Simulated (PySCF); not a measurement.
CH11NOSi3, SMILES C[Si@@H]([SiH3])O[SiH2]N.

Coordinates come from a B3LYP-D3(BJ)/def2-SVP optimisation. The structure was generated by enumeration; whether it is a known compound was not checked. The values are those of a single conformer.

Two levels are set side by side: TDA-PBE/def2-SVPD (PySCF) and TDA-LC-ωPBE/def2-SVPD (PySCF). Vertical, same geometry. The lowest singlet is HOMO→LUMO+1 71 %, HOMO→LUMO+2 14 %, HOMO→LUMO 11 % with PBE and HOMO→LUMO+1 47 %, HOMO→LUMO+2 23 %, HOMO→LUMO+3 16 % with the other functional; states are paired by order. Differences are taken from unrounded values.

```json
[
 {"quantity": "lowest singlet excitation (eV)", "TDA-PBE": "5.81"},
 {"quantity": "lowest triplet excitation (TDA) (eV)", "TDA-PBE": "5.44"},
 {"quantity": "first bright state (f over 0.05) (eV)", "TDA-PBE": "6.25"},
 {"quantity": "its oscillator strength", "TDA-PBE": "0.05"}
]
```

Problem. These are the TDA-PBE values. What does TDA-LC-ωPBE give? (Estimate from the structure and the level; the computed values follow.)

Solution. 
```csv
quantity,TDA-LC-ωPBE,TDA-PBE minus TDA-LC-ωPBE
lowest singlet excitation (eV),7.08,-1.27
lowest triplet excitation (TDA) (eV),6.05,-0.61
first bright state (f over 0.05) (eV),7.37,-1.12
its oscillator strength,0.09,-0.04
```

Functionals without exact exchange tend to place singlet excitations lower, as here. Differences between two approximate levels are no errors against the true value.

Rough cost on one machine, each run with all the roots and properties that it gave: TDA-LC-ωPBE against TDA-PBE about 4 times.
